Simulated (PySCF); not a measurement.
## Ionisation energy of Tl by level of theory

Tl [Xe] 4f14 5d10 6s2 6p1 (2P) → Tl⁺ [Xe] 4f14 5d10 6s2 (1S), as a difference of total energies. All numbers are calculated (PySCF 2.14, scalar relativity through the core potential, in def2-TZVPPD with the def2 core potential (60 electrons)). Correlated levels: valence: 5s2 5p6 5d10 frozen. The calculations carry no spin-orbit coupling.

| method | ionisation energy (eV) |
| --- | --- |
| UHF | 5.010 |
| SCS-MP2 (valence) | 5.157 |
| CCSD(T) (valence) | 5.234 |
| CCSDT (valence) | 5.239 |

Task: Estimate what MP2 (valence) gives.

Result: 5.176 eV, closest to SCS-MP2 (valence) among the rows shown.

Task: Estimate what CCSD (valence) gives.

Result: 5.221 eV, closest to CCSD(T) (valence) among the rows shown.

Errors of the correlated levels include the incompleteness of this basis and the frozen core.

For comparison: 5.464 eV (measured; NIST levels, between the centres of gravity of the two terms).
